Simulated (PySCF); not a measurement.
PySCF input file for Hf(OH)3(H) (H₄HfO₃), SMILES [OH][HfH]([OH])[OH], multiplicity 1, IEF-PCM-ωB97X/def2-SVP. Geometry: B3LYP-D3(BJ)/def2-SVP. The spin state was assumed, not searched. The structure was generated by enumeration; whether it is a known compound was not checked. The def2 effective core potentials stand for the cores of Hf; spin–orbit coupling is left out. The values are those of a single conformer.

```python
import numpy as np
from pyscf import gto, scf, dft
from pyscf.solvent import pcm

mol = gto.M(
    atom='''
    Hf   -0.00000000    0.00000000   -0.12440591
    O    -1.61864675    0.93452613    0.36393184
    H    -2.38250068    1.37553741    0.73625657
    O     1.61864675    0.93452613    0.36393183
    H     2.38250069    1.37553741    0.73625656
    O     0.00000001   -1.86905227    0.36393183
    H     0.00000001   -2.75107482    0.73625657
    H    -0.00000000    0.00000000   -1.98590820
    ''',
    basis='def2-SVP',
    ecp={'Hf': 'def2-svp'},
    charge=0,
    spin=0,
    max_memory=1600,
    verbose=3,
)
mf = dft.RKS(mol, xc='wb97x').density_fit(auxbasis='def2-universal-jkfit')
mf.grids.level = 3
mf.conv_tol = 1e-9
mf.max_cycle = 100
mf.kernel()
res = {}
for name, eps in {'water': 78.355, 'toluene': 2.3741, '1-octanol': 9.8629}.items():
    s = mf.PCM()
    s.with_solvent.method, s.with_solvent.eps, s.with_solvent.lebedev_order = 'IEF-PCM', eps, 29
    s.kernel(mf.make_rdm1())
    res[name] = (s.e_tot, eps, s.dip_moment(), s.mo_energy, s.converged)
    print(f'{name}: electrostatic solvation free energy {(s.e_tot - mf.e_tot) * 627.509474:.3f} kcal/mol')
```

Log of the run:

```
converged SCF energy = -276.062899625421

WARN: PCM is an experimental feature. It is still in testing.
Features and APIs may be changed in the future.

converged SCF energy = -276.077580240252
Dipole moment(X, Y, Z, Debye):  0.00000,  0.00001,  4.20535
water: electrostatic solvation free energy -9.212 kcal/mol

WARN: PCM is an experimental feature. It is still in testing.
Features and APIs may be changed in the future.

converged SCF energy = -276.06968943384
Dipole moment(X, Y, Z, Debye):  0.00000, -0.00009,  3.67650
toluene: electrostatic solvation free energy -4.261 kcal/mol

WARN: PCM is an experimental feature. It is still in testing.
Features and APIs may be changed in the future.

converged SCF energy = -276.075520454718
Dipole moment(X, Y, Z, Debye):  0.00000, -0.00008,  4.06074
1-octanol: electrostatic solvation free energy -7.920 kcal/mol
```

The run converged.

Cost: around 60 core-seconds (rough).
